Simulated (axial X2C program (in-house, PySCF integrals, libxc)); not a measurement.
## Potential curves of AlNi, scalar-relativistic

Calculated with an axial X2C code built on PySCF integrals. Spin-free means the one-electron spin-free X2C Hamiltonian. Basis: Ni dyall-cv3z [9s9p6d3f2g], Al dyall-v3z [8s8p2d1f] (cores contracted in-house); Gaussian nuclei, density fitting, unrestricted open shells. Masses: Ni 57.935 u, Al 26.982 u.

State: M_S = 1/2, Λ = 2 (beyond evenly filled blocks: δ+α, δ+β, δ-α). Energies in eV from the fragments at the same level (Ni + Al). Fits are polynomials in 1 − R0/R over 0.85 to 1.23 times the lowest point R0.

| R (Å) | PBE0 | BLYP | HF | CCSD |
| --- | --- | --- | --- | --- |
| 2.0471 | -1.6040 | -1.9476 | 1.8445 |  |
| 2.1412 | -1.8452 | -2.1970 | 1.5244 | -1.5200 |
| 2.2118 | -1.9486 | -2.3044 | 1.3566 | -1.6187 |
| 2.2824 | -2.0018 | -2.3602 | 1.2367 | -1.6671 |
| 2.3530 | -2.0157 | -2.3761 | 1.1547 | -1.6764 |
| 2.4354 | -1.9943 | -2.3566 | 1.0963 | -1.6495 |
| 2.5177 | -1.9429 | -2.3068 | 1.0689 | -1.5923 |
| 2.6236 | -1.8454 | -2.2117 | 1.0664 | -1.4874 |
| 2.7530 | -1.6962 | -2.0662 | 1.0966 |  |
| 2.9413 | -1.4490 | -1.8268 | 1.1750 |  |

Correlated methods: 13 electrons correlated (number of frozen shells: Ni 3 s, 2 p; Al 2 s, 1 p), 221 virtual spin orbitals or spinors in MP2, 90 natural virtuals in coupled cluster.

The state is a single determinant with fixed occupations, the lowest that a limited PBE0 search found. De is counted from the lowest determinant-based energies of the atoms at the same level, without counterpoise correction. CCSD ran in a truncated set of natural virtual spinors with an MP2 remainder; without triples it tends to underbind. PBE0 can misorder states that lie within some tenths of an eV, so this need not be the ground state of the molecule. The nearest other spin-free determinant of the search, M_S = 1/2, Λ = 1, lies 0.23 eV up at the distance of the search. The functionals have no current-density term, which raises determinants with orbital currents, atoms included. At some level and bond length an empty orbital lies below a filled one. The determinant is spin-polarised beyond a pure state at some levels (its spin-free form has ⟨S²⟩ too high), which makes Re and μ there less reliable. The T1 diagnostic is large, a sign of multireference character. Coupled cluster ran on the points near the minimum only. MP2 and coupled cluster on one determinant become unreliable at the stretched end.

**Question.** Fit the PBE0 curve near its minimum: give the equilibrium distance, the harmonic wavenumber and the well depth.

**Answer.** At PBE0, spin-free: Re = 2.347 Å, ωe ≈ 302 cm⁻¹, De = 2.02 eV to Ni + Al; Be follows as 0.166 cm⁻¹.

**Question.** Fit the BLYP curve near its minimum: give the equilibrium distance, the harmonic wavenumber and the well depth.

**Answer.** At BLYP, spin-free: Re = 2.351 Å, ωe ≈ 301 cm⁻¹, De = 2.38 eV to Ni + Al; Be follows as 0.166 cm⁻¹.

**Question.** What are Re, ωe and De at the HF level?

**Answer.** At HF, spin-free: Re = 2.578 Å, ωe ≈ 199 cm⁻¹, De = -1.06 eV to Ni + Al; Be follows as 0.138 cm⁻¹.

**Question.** Fit the CCSD curve near its minimum: give the equilibrium distance, the harmonic wavenumber and the well depth.

**Answer.** At CCSD, spin-free: Re = 2.337 Å, ωe ≈ 308 cm⁻¹, De = 1.68 eV to Ni + Al; Be follows as 0.168 cm⁻¹.
